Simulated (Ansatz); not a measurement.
Consider the cleavage of the Si–Ge bond: `[OH][GeH]([SiH3])[SH]` + `[OH][Mg][O][SiH3]` → `[SiH3][O][Mg][O][SiH3]` + `[OH][GeH2][SH]`.

Calculated with Ansatz (gas phase, PBE0-D4/def2-TZVP geometries, no zero-point term in ΔE). CCSD(T)/CBS is the MP2 limit (def2-TZVPP, def2-QZVPP) plus CCSD(T) − MP2 in def2-TZVPP, frozen cores. DFT in def2-TZVPP. For Ge, Mg outer-core shells are correlated without core-valence functions, which leaves a few kJ/mol of doubt a bond. Scalar relativity is left out up to krypton. Each species was taken in one conformer, which may not be the lowest.

```tsv
level	ΔE (eV)
B2PLYP	-1.11
SCS-MP2/def2-TZVPP	-1.18
MP2/CBS(def2)	-1.12
CCSD/CBS(def2)	-1.13
```

Question: What does CCSD(T)/CBS give? (Estimate.)

Answer: The calculation gave: -1.09 eV. The listed levels differ from it by -0.02, -0.09, -0.03, -0.04 eV.

Largest T1 diagnostic among the species: 0.012.

From PBE to PBE0 (25 % exact exchange), in def2-TZVPP and without D4, ΔE moves by −0.09 eV. The D4 term adds +0.06 eV with B3LYP and +0.03 eV with PBE0; it sums over pairs of atoms, weighted by their polarisabilities, and B3LYP, whose exchange is more repulsive, gets the larger term.

B3LYP here is the variant with VWN-RPA as its local correlation; programs differ in this.
